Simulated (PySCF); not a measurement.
SMILES C[Te]F at its B3LYP/def2-SVP optimised geometry (Å):

```
6

Te    -1.2014    -0.4520     0.0000
F     -1.3238     1.5048     0.0000
C      0.9587    -0.4520     0.0000
H      1.2801    -1.5048     0.0092
H      1.3214     0.0577     0.9014
H      1.3238     0.0431    -0.9084
```

Calculation: B3LYP/def2-TZVP, def2 effective core potentials past Kr (PySCF). The core electrons that the potentials of Te replace are not part of the density.

Map of the electron localisation function on the plane z = 0.8 Å:

```
|                               |
|                               |
|                               |
|                               |
|                               |
|        .....                  |
|       .:---:..                |
|      .-=+++=-.                |
|     .:=+*##*=:                |
|     .:=*###*=:                |
|      .-+*#*+-.    .--:.       |
|       .-=+=-.    :*##*=.      |
|        ..::.    :*%@@%#-      |
|      ...::::.. .=%@@@@%+.     |
|    .:-====-=--::*@@@@@@*:     |
|   .-=***=---==-=*@@@@@%*:     |
|   :=*##*-::-=+==*%@@@@#=.     |
|  .-+#%%*-::-++==+#%%%#=:      |
|  .-*#%%#+--=++=-=+**+=:.      |
|   -+#%%%#+++*=-:-=++=-.       |
|   :=*#%%%##*+-..:=***=:.      |
|   .-+*#%%##*=. .:+#%%*=.      |
|    .-+****+=:   :+%@%%+:      |
|     .:-===-:    .+%%%%+.      |
|      ..::..      -*##*-       |
|                  .-=-:        |
|                               |
|                               |
|                               |
|                               |
|                               |
```
Scale: ten equal steps from 0.000 (start of ' ') to 0.999 (end of '@'), in the order ' .:-=+*#%@'; x runs from -4.00 to 4.00, y from -4.00 (bottom) to 4.00 (top).
